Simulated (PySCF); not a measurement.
## Radial density of Mg (magnesium, neutral)

B3LYP, [Ne] 3s2, closed-shell 1S. Calculation: PySCF 2.14, in cc-pVTZ-DK; the spin-free X2C one-electron Hamiltonian (Gaussian nucleus).

```
r (bohr)  4πr²ρ (e/bohr)
 0.00188         0.05303
 0.00316          0.1402
 0.00531          0.3659
 0.00893          0.9284
  0.0150           2.233
  0.0253           4.884
  0.0425           9.095
  0.0715           12.94
   0.120           12.10
   0.202           7.755
   0.340           8.994
   0.572           10.79
   0.962           4.834
    1.62          0.9565
    2.72          0.7149
    4.58          0.2414
    7.70         0.01241
    13.0       1.722e-05
```

Densities and radii are taken from the X2C orbitals without a picture-change correction, which distorts them close to the nucleus.
